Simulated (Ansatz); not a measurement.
# Two structures, one formula

Two isomers of CHBCl2, singlet, relaxed at PBE0-D4/def2-TZVP (vibrations not checked).

A:

```
5
angstrom
Cl -0.5958 -1.5567 1.8253
B -0.1238 -0.4897 0.6282
C 0.2699 0.3964 -0.3640
Cl -0.7595 0.7163 -1.7218
H 1.2092 0.9338 -0.3677
```

B:

```
atom    x (Å)    y (Å)    z (Å)
  B1   0.7406   0.5664   0.2078
  C2  -0.3383  -0.2577  -0.0947
 Cl3  -1.9523   0.3306  -0.0311
 Cl4  -0.1002  -1.8997  -0.5449
  H5   1.6502   1.2604   0.4629
```

Computed with Ansatz 0.2.0 (basis: def2-TZVPP); correlated methods freeze the cores. B3LYP uses VWN-RPA correlation.

Task: Which structure is lower at CCSD(T), and by how much? (To be estimated.)

Result: Computed: A, by 1.586 eV (electronic energy, against the other). By their contacts, A is CHBCl₂ ([Cl][B][CH][Cl]) and B is CHBCl₂ ([BH][C]([Cl])[Cl]).

All methods give the same order:

```csv
method,E(B) − E(A) (eV)
PBE-D4,1.530
r2SCAN-D4,1.591
PBE0-D4,1.580
B3LYP-D4,1.548
wB97M-V,1.576
HF,1.618
MP2,1.609
CCSD,1.597
CCSD(T),1.586
```

No T1 diagnostic of these runs exceeds 0.013.

Labels in which every atom is bracketed show which atoms are joined, not bond orders.
